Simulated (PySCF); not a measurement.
## Radial density of Zn⁺ (zinc, charge +1)

UHF, [Ar] 3d10 4s1, 2S determinant. Computed with PySCF 2.14 in def2-TZVP, with the non-relativistic Hamiltonian (point nucleus).

```csv
r (bohr),4πr²ρ (e/bohr),4πr²(ρα − ρβ)
0.000711,0.1121,0.0000
0.00120,0.3089,0.0001
0.00201,0.8303,0.0003
0.00338,2.166,0.0008
0.00569,5.333,0.0019
0.00957,11.97,0.0041
0.0161,22.96,0.0074
0.0271,34.09,0.0090
0.0455,34.85,0.0034
0.0766,28.94,-0.0015
0.129,38.61,0.0162
0.217,35.28,-0.0064
0.365,19.22,-0.0320
0.613,24.60,-0.0150
1.03,10.69,0.0306
1.74,1.937,0.4363
2.92,0.4313,0.3401
4.91,0.03254,0.0324
8.26,0.0003621,0.0004
```

**Question.** Where is the radial spin density 4πr²(ρα − ρβ) most negative, and why is it negative at all?

**Answer.** Around r = 0.365 bohr, down to -0.0320 e/bohr: exchange with the open shell polarises the paired shells in an unrestricted calculation.
